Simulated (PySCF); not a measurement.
TeCl2, SMILES Cl[Te]Cl.

Coordinates come from a B3LYP-D3(BJ)/def2-TZVP optimisation. The isomer is the one that the SMILES or the coordinates give; other isomers of the formula were not compared. The def2 effective core potentials stand for the cores of Te; spin–orbit coupling is left out.

Calculation: TDA-LC-ωPBE/def2-SVPD run with PySCF.

Vertical excitations.  State labels are in the subgroup C2v.

```tsv
state	symmetry	energy (eV)	λ (nm)	f	main pairs
S1	A2	2.51	494	0.000	HOMO→LUMO+1 97 %
S2	B1	2.68	463	0.000	HOMO→LUMO 97 %
S3	B2	5.57	223	0.000	HOMO−1→LUMO 63 %, HOMO−2→LUMO+1 31 %
S4	A1	5.71	217	0.019	HOMO−1→LUMO+1 45 %, HOMO−2→LUMO 44 %
S5	A2	5.85	212	0.000	HOMO−3→LUMO 84 %
S6	B1	6.12	203	0.001	HOMO−3→LUMO+1 67 %, HOMO−4→LUMO 27 %
S7	A1	6.27	198	0.024	HOMO−2→LUMO 50 %, HOMO−1→LUMO+1 47 %
S8	B1	6.64	187	0.107	HOMO→LUMO+4 45 %, HOMO→LUMO+2 44 %
S9	B1	7.02	177	0.001	HOMO−4→LUMO 68 %, HOMO−3→LUMO+1 26 %
S10	B2	7.05	176	0.203	HOMO−2→LUMO+1 55 %, HOMO−1→LUMO 23 %, HOMO−6→LUMO 13 %
T1	A2	1.74	712	0	HOMO→LUMO+1 95 %
T2	B1	1.78	698	0	HOMO→LUMO 95 %
T3	B2	4.86	255	0	HOMO−1→LUMO 50 %, HOMO−2→LUMO+1 44 %
T4	A1	4.91	252	0	HOMO−2→LUMO 79 %, HOMO−1→LUMO+1 12 %
```
Triplets are in the Tamm–Dancoff approximation.
